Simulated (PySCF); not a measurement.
Ge(F)(OH)(NH2)2 (FGeH5N2O), SMILES [NH2][Ge]([NH2])([OH])[F].

Coordinates come from a B3LYP-D3(BJ)/def2-SVP optimisation. This is a generated structure with no PubChem entry under its InChIKey; it may be hypothetical. One conformer was computed; it need not be the lowest.

All values below come from PBE/def2-TZVP run with PySCF.

Isolated molecule, no solvent.

```json
{
 "total_energy": "-2364.20167 hartree",
 "highest_occupied_level": "-6.44 eV",
 "lowest_empty_level": "-0.88 eV",
 "orbital_gap": "5.56 eV",
 "dipole_moment": "1.95 D",
 "quadrupole, principal values (traceless, Buckingham form, about the centre of nuclear charge)": "-9.53, 2.39, 7.14 D·Å",
 "mean_static_polarisability": "47.1 bohr³ (6.98 Å³)",
 "polarisability_principal_values": "42.3, 47.3, 51.7 bohr³"
}
```
